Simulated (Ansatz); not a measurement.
A made-up structure of CH2SeSi, singlet:

Si1  (-0.082, 0.476, -0.717)
C2  (0.382, -0.648, 0.553)
Se3  (1.111, -1.827, 1.506)
H4  (1.688, -2.712, 2.585)
H5  (0.052, 1.858, -0.187)
(Å)

It is relaxed with PBE-D4/def2-SVP and then PBE0-D4/def2-TZVP (Ansatz 0.2.0). Atoms count as bonded within 1.22 times the sum of their covalent radii (H–H: 0.88 Å). The end point is not checked to be a true minimum.

(1) Does its bonding change? (A judgement: the text doesn't fix the answer.)

## Answers

(1) By the calculation: Yes. Formed: Si1–Se3, C2–H5; broken: Si1–H5.

Where it ends: The first stage lowers the energy by 3.49 eV in 14 steps. It ends as CH₂SeSi ([CH]1[Si][SeH]1):
```csv
atom,x (Å),y (Å),z (Å)
Si1,-0.1991,-0.6943,-0.7609
C2,0.4705,0.2045,0.5333
Se3,1.5390,-1.3716,0.8895
H4,0.7286,-2.0679,1.9269
H5,0.6104,1.0779,1.1513
```

Labels in which every atom is bracketed show which atoms are joined, not bond orders.

For scale, one of the runs: PBE0-D4/def2-TZVP relaxation, 128 basis functions, launched by `ansatz run in.yaml --threads 2 --pin off --events-out ev --progress --plain --max-ram 4352MiB`. Hardware: 2 CPU threads of an AMD EPYC 9R45, shared host. Wall time about 33 s.
